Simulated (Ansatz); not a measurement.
The same path of a periodic cell of 19 atoms, NaAl₁₈ (surface Al(111), adsorbate Na) was run twice with different band settings. Lost on the way: Al16–Na19. Made: Al13–Na19.

Computed with Ansatz 0.2.0, DFT PBE, scalar-relativistic, plane waves, PAW. Settings: cutoff 420 eV, k mesh 3x2x1, fermi-dirac smearing 0.1 eV, no spin polarisation.

Relaxed end points:

```xyz
19
Lattice="5.7276 0.0000 0.0000 4.2957 7.4403 0.0000 0.0000 0.0000 15.6765" Properties=species:S:1:pos:R:3
Al 1.432 0.827 1.000
Al 4.296 0.827 1.000
Al 2.864 3.307 1.000
Al 5.728 3.307 1.000
Al 4.296 5.787 1.000
Al 7.159 5.787 1.000
Al 0.007 1.646 3.353
Al 2.857 1.646 3.349
Al 1.433 4.128 3.350
Al 4.295 4.137 3.360
Al 2.863 6.622 3.349
Al 5.729 6.619 3.346
Al 0.004 -0.004 5.720
Al 2.858 0.006 5.707
Al 1.430 2.478 5.740
Al 4.297 2.431 5.668
Al 2.832 4.986 5.669
Al 5.758 4.984 5.667
Na 4.302 4.124 8.208
```

```xyz
19
Lattice="5.7276 0.0000 0.0000 4.2957 7.4403 0.0000 0.0000 0.0000 15.6765" Properties=species:S:1:pos:R:3
Al 1.432 0.827 1.000
Al 4.296 0.827 1.000
Al 2.864 3.307 1.000
Al 5.728 3.307 1.000
Al 4.296 5.787 1.000
Al 7.159 5.787 1.000
Al -0.001 1.658 3.348
Al 2.864 1.645 3.358
Al 1.435 4.122 3.334
Al 4.293 4.128 3.352
Al 2.858 6.621 3.364
Al 5.732 6.621 3.359
Al -0.003 0.050 5.670
Al 2.865 -0.004 5.746
Al 1.438 2.471 5.706
Al 4.290 2.487 5.725
Al 2.834 4.935 5.669
Al 5.757 4.931 5.668
Na 4.297 5.806 8.220
```

Common settings: spring 5.0 eV/Å²; optimiser quadratic models (default); end points relaxed; atoms held 1 to 6.

| run | movable images | climbing image | start path | force threshold | iteration limit |
| --- | --- | --- | --- | --- | --- |
| 1 | 5 | yes | IDPP | 0.03 eV/Å | 22 |
| 2 | 6 | from the first iteration | default | 0.05 eV/Å | 23 |

(1) What does each run give, and how far can it be trusted?

Answers

(1) Run 1: converged after 4 iterations, highest image 0.018 eV above the first end. The order of the stationary point at the top wasn't checked.
Run 2: converged after 3 iterations, highest image 0.018 eV above the first end. The order of the stationary point at the top wasn't checked.
Limits of this set-up: coarse k mesh, thin slab, slab without dipole correction.
